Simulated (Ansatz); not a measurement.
Basis-set extrapolation for CH₆FNOSi (`NC[SiH](O)F`) (PBE0-D4/def2-TZVP geometry, frozen core, Ansatz). Multiplicity 1, RHF reference.

|  | def2-TZVPP | def2-QZVPP |
| --- | --- | --- |
| HF | -559.298411 | -559.321064 |
| MP2 correlation | -1.001211 | -1.082023 |
| CCSD(T) correlation | -1.067024 | not run |

Energies in hartree. Use E(X) = E(∞) + A·exp(−7.88·√X) for Hartree–Fock and E(X) = E(∞) + B·X^(−2.97) for correlation, with X = 3 and 4, and add CCSD(T) minus MP2 of the smaller set to the MP2 limit.

Question: What is the CCSD(T) energy at the basis-set limit?

Answer: HF limit: -559.321064 + (-0.022653) × 0.13774 = -559.32418. MP2 limit: -1.082023 + (-0.080812) × 0.74074 = -1.14188. Higher-order term: -1.067024 − (-1.001211) = -0.06581. Total: -560.53187 hartree, 437.0 kJ/mol below CCSD(T)/def2-TZVPP.
